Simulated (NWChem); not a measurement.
System: TiH4O; SMILES [OH][TiH3]

```xyz
6

Ti     0.0000     0.0000     0.4777
O      0.0000     0.0000    -1.2413
H      0.0000     0.0000    -2.2016
H      1.5416     0.4820     0.9922
H     -0.3534    -1.5761     0.9922
H     -1.1883     1.0941     0.9922
```
Atoms are numbered in this order, from 1.

Coordinates come from a PBE0/def2-SVP optimisation.

Question: List the 6 lowest vertical singlet excitations from PBE/def2-SVPD, TDA (NWChem).

Answer: 
```csv
state,energy (eV),oscillator strength,leading excitation (squared amplitude)
S1,3.36,0.000,HOMO−1 → LUMO+1 (0.50)
S2,3.47,0.000,HOMO → LUMO (0.43)
S3,3.47,0.000,HOMO−1 → LUMO (0.43)
S4,3.77,0.003,HOMO → LUMO+1 (0.46)
S5,4.15,0.005,HOMO−2 → LUMO (0.69)
S6,4.15,0.005,HOMO−2 → LUMO+1 (0.69)
```
